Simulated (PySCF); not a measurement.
SnCl₃, SMILES [Cl][Sn]([Cl])[Cl], multiplicity 2. Coordinates come from a PBE0-D3(BJ)/def2-SVP optimisation. The multiplicity is an assumed one; other spin states were not compared. The isomer is the one that the SMILES or the coordinates give; other isomers of the formula were not compared. The def2 effective core potentials stand for the cores of Sn; spin–orbit coupling is left out.

Computed equilibrium geometry at PBE0-D3(BJ)/def2-SVP (PySCF confirms it by a frequency run) as Cartesian coordinates in Å, and its point group:
point group C3v.
```xyz
4

Sn     0.0000     0.0000     0.4317
Cl     1.9060     1.1005    -0.4232
Cl     0.0000    -2.2009    -0.4232
Cl    -1.9060     1.1005    -0.4232
```
Charge 0, spin multiplicity 2.
